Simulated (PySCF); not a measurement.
C4H9LiO. Atoms are numbered in the order given.

```xyz
15

Li     0.0000     0.0000     2.8482
O      0.0000     0.0000     1.2680
C      0.0000     0.0000    -0.1107
C      1.2562    -0.7253    -0.6288
C     -1.2562    -0.7253    -0.6288
C      0.0000     1.4506    -0.6288
H      1.3030    -0.7523    -1.7307
H      1.2670    -1.7612    -0.2523
H      2.1588    -0.2166    -0.2523
H     -1.2670    -1.7612    -0.2523
H     -1.3030    -0.7523    -1.7307
H     -2.1588    -0.2166    -0.2523
H      0.8918     1.9779    -0.2523
H     -0.8918     1.9779    -0.2523
H      0.0000     1.5046    -1.7307
```

Coordinates come from a ωB97X-D3(BJ)/def2-SVP optimisation. The isomer is the one that the SMILES or the coordinates give; other isomers of the formula were not compared.

These are PySCF with CAM-B3LYP/def2-TZVP values and carry that method's errors.

Symmetry labels are those of the subgroup Cs that the program uses (full group C3v).

Question: List the valence orbital energies around the gap with their symmetry. (Estimate from the structure and the level; the computed values follow.)

Answer: 
```csv
orbital,symmetry,energy (eV)
HOMO−7,A",-11.63
HOMO−6,A',-11.63
HOMO−5,A',-10.76
HOMO−4,A",-10.75
HOMO−3,A",-10.11
HOMO−2,A',-10.11
HOMO−1,A',-7.31
HOMO,A",-7.31
LUMO,A',-0.63
LUMO+1,A',1.90
LUMO+2,A",1.90
LUMO+3,A',2.20
```
